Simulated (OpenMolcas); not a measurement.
# Ru: thermal populations, worked from levels

| Quantity | Value |
| --- | --- |
| Program | OpenMolcas 26.06 |
| Basis | ANO-RCC-VTZP [7s6p4d2f1g] |
| Scalar Hamiltonian | DKH2, point nucleus |
| Active space | 8 electrons in 9 orbitals (RAS2 4d 5s; RAS3 5p, at most 2 electrons) |
| State averaging | 2S+1 = 5 even, 15 roots; 2S+1 = 3 even, 87 roots kept (CI in the orbitals of an earlier block, 80 in the spin-orbit step); 2S+1 = 1 even, 63 roots kept (CI in the orbitals of an earlier block, 58 in the spin-orbit step); 2S+1 = 5 odd, 45 roots (37 in the spin-orbit step); 2S+1 = 7 odd, 15 roots kept (CI in the orbitals of an earlier block); 2S+1 = 3 odd, 21 roots kept (CI in the orbitals of an earlier block, 9 in the spin-orbit step); 2S+1 = 1 odd, 9 roots kept (CI in the orbitals of an earlier block, 0 in the spin-orbit step) |
| Spin-orbit coupling | RASSI with atomic mean-field integrals over the reference wave functions, term energies averaged over their components |

Methods: RASSCF; MS-RASPT2, IPEA 0.25 Eh, imaginary shift 0.1 Eh (closed shells correlated: 4s 4p). Measured levels: NIST Handbook of Basic Atomic Spectroscopic Data.

**Thermal populations.** Z = Σ (2J + 1) exp(-E/kT) with k = 0.695035 cm-1/K, over the levels below. No other level of either list lies under 5060 cm-1, which is above 7 kT at each temperature.

```csv
Level,2J + 1,MS-RASPT2,measured
4d⁷ 5s ⁵F₅,11,0.0,0.0
4d⁷ 5s ⁵F₄,9,1204,1191
4d⁷ 5s ⁵F₃,7,2130,2092
4d⁷ 5s ⁵F₂,5,2780,2713
4d⁷ 5s ⁵F₁,3,3180,3105
```

```tsv
T (K)	Z, MS-RASPT2	Z, measured levels	Ground level (%), MS-RASPT2	Ground level (%), measured levels
1000	13.041	13.102	84.3	84.0
```

At 1000 K, kT = 695 cm-1, and the computed levels give Z = 11.000 + 1.592 + 0.327 + 0.092 + 0.031 = 13.041.

Term energies are means over components that CASPT2 splits; among the terms shown or strongly mixed into the levels shown the widest spread is 1100 cm-1 (4d⁷ 5s ⁵F, MS-RASPT2). Some high roots are left out of the spin-orbit mixing, which shifts the levels that they would mix with. Configurations are named by rounded mean occupations; where the s occupation lies near a half they are strongly mixed, a name can repeat and a true partner stay unpaired. Without dynamic correlation excited terms often stand tens of per cent too high (terms of higher spin than the ground term too low), and those without a measured partner can miss by more than the paired ones (holds for RASSCF). Blocks of more than 70 roots (2S+1 = 3 even) ran without multistate coupling (holds for MS-RASPT2). Computed and measured levels are paired by configuration, term and J; levels that our copy of the source lacks, or whose pairing is in doubt (as where it misses far off the trend of its configuration), stay unpaired and out of the deviations. Only configurations of the active space appear.
